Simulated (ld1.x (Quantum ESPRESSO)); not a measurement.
Results of a calculation; reference values are marked as such.
Hardness and transferability of assorted potentials

Generated with ld1.x 7.5 (TM, RRKJ, ultrasoft, PAW), atompaw 4.2 or ONCVPSP 4.0.1. The cutoff is in Ry: for ld1.x and atompaw files where the sum of valence levels is converged to 10 mRy in a Bessel basis, for ONCV files where the hardest occupied wave has 1 mHa per electron of residual kinetic energy. The error is the largest all-electron minus pseudo excitation energy over each file’s own four to seven test configurations (ionisations up to +4, promotions, holes and added fractions of an electron), all of which were solved. The labels leave out finer settings (local radius, basis sizes, second energies), which also bear on the numbers. Spin-polarised tests are not counted. The rows are a selection from randomly drawn settings: files with unsolved tests, undetermined cutoffs or missed reference levels are left out.

A true bound ghost makes a file unfit for plane-wave use even where its test errors are small: the radial tests pick states by their node count and pass the ghost by.

```tsv
element	potential	cutoff (Ry)	largest error (meV)	bound ghosts
K	TM, LDA (PZ), scalar-relativistic, rc 2.80/4.20/4.15 (spd), local smoothed, core correction yes, reference 4s1 4p0	6	-8.2	none
Sc	TM, revPBE, fully relativistic, rc 3.05/4.20/2.55 (spd), local smoothed, core correction yes, reference 3d1.5 4s1.5 4p0	35	-311	none
Co	PAW, Wu–Cohen, scalar-relativistic, rc 2.14/1.25/1.50 (spd), local smoothed, core correction yes, reference 3p6 3d7 4s1.5 4p0	70	-25	none
Te	TM, BLYP, scalar-relativistic, rc 1.35/2.25/2.40 (spd), local p, core correction yes, reference 5s2 5p4	55	-174	none
Te	ultrasoft, LDA (PZ), scalar-relativistic, rc 2.05/2.25/1.90 (spd), local smoothed, core correction no, reference 5s2 5p2	8	+272	d
Dy	TM, PBE, scalar-relativistic, rc 1.20/2.45/2.95 (spd), local s, core correction no, reference 5s2 5p6 5d1 6s0 6p0	70	+141	none
Ho	TM, LDA (PZ), scalar-relativistic, rc 1.30/2.30/1.80/1.95 (spdf), local s, core correction yes, reference 5s2 5p6 5d1 6s0 6p0	80	+91	f
Lu	ultrasoft, PBE, scalar-relativistic, rc 3.45/4.40/2.45 (spd), local smoothed, core correction no, reference 5d1 6s2 6p0	12	+209	none
```

**Question.** Fill in the row for Pb: TM, PBE, scalar-relativistic, rc 1.60/2.10/1.95 (spd), local s, core correction no, reference 5d10 6s2 6p1.75.

**Answer.** cutoff 55 Ry, largest error +63 meV, bound ghosts: none.
